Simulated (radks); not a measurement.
Problem. The tungsten ion W36+, configuration [Kr] 4d2. Calculated with a radial shooting solver on a logarithmic mesh with Libxc functionals: scalar-relativistic Kohn-Sham, SCAN, spin-polarised, spherical densities, finite nucleus; open shells are filled with parallel spins first (spin-orbit coupling, left out, can overturn this in heavy ions); meta-GGA in the generalised Kohn-Sham scheme; Fermi nuclear charge, rms radius 5.3658 fm. Some entries of the table are withheld. Estimate them.

| orbital | occ. | eigenvalue (hartree) | <r> (bohr) |
|---|---|---|---|
| 1s up | 1 | -2612.387 | 0.01835 |
| 1s down | 1 | -2612.382 | 0.01835 |
| 2s up | 1 | -498.4605 | 0.07750 |
| 2s down | 1 | -498.3860 | 0.07750 |
| 2p up | 3 | -442.8920 | 0.06941 |
| 2p down | 3 | -442.8230 | 0.06940 |
| 3s up | 1 | -156.9502 | 0.1989 |
| 3s down | 1 | -156.9063 | 0.1989 |
| 3p up | 3 | -140.3498 | (1) |
| 3p down | 3 | -140.2971 | (2) |
| 3d up | 5 | -121.6237 | 0.1796 |
| 3d down | 5 | -121.5425 | 0.1795 |
| 4s up | 1 | (3) | 0.4083 |
| 4s down | 1 | (4) | 0.4085 |
| 4p up | 3 | -63.62414 | 0.4208 |
| 4p down | 3 | -63.32369 | 0.4211 |
| 4d up | 2 | (5) | 0.4208 |

Solution. 
(1) 3p up <r> (bohr): 0.1987
(2) 3p down <r> (bohr): 0.1986
(3) 4s up eigenvalue (hartree): -69.75550
(4) 4s down eigenvalue (hartree): -69.44831
(5) 4d up eigenvalue (hartree): -56.26054
